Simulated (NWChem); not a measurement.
Molecule: NaOH; SMILES [Na][OH]

```xyz
3

Na    -0.0667    -0.9424     0.0000
O      0.1330     0.9559     0.0000
H      0.2311     1.9075     0.0000
```
Atoms are numbered in this order, from 1.

Computed with NWChem. Pople sets run with spherical d functions. The geometry was optimised at PBE0/def2-SVP. GIAO values for the isolated, static molecule; σ is the absolute isotropic shielding, δ = σ(reference) − σ with the isolated reference molecule computed at the same levels (1H: tetramethylsilane, 17O: water).

```
level                                 σ Na1 (ppm)  δ O2 (ppm)  δ H3 (ppm)
------------------------------------  -----------  ----------  ----------
B3LYP/6-311G**                              564.5           …           …
PBE/pcSseg-1                                546.3      -109.8       -3.24
Hartree-Fock/6-31G*                         587.3       -31.0       -2.58
LDA (Slater exchange, VWN5)/pcSseg-1        546.1       -97.6       -2.58
PBE0/pcSseg-1                               563.8       -86.8       -2.58
```

What belongs in the gaps?


- B3LYP/6-311G**, δ O2 (ppm): -68.1
- B3LYP/6-311G**, δ H3 (ppm): -2.72
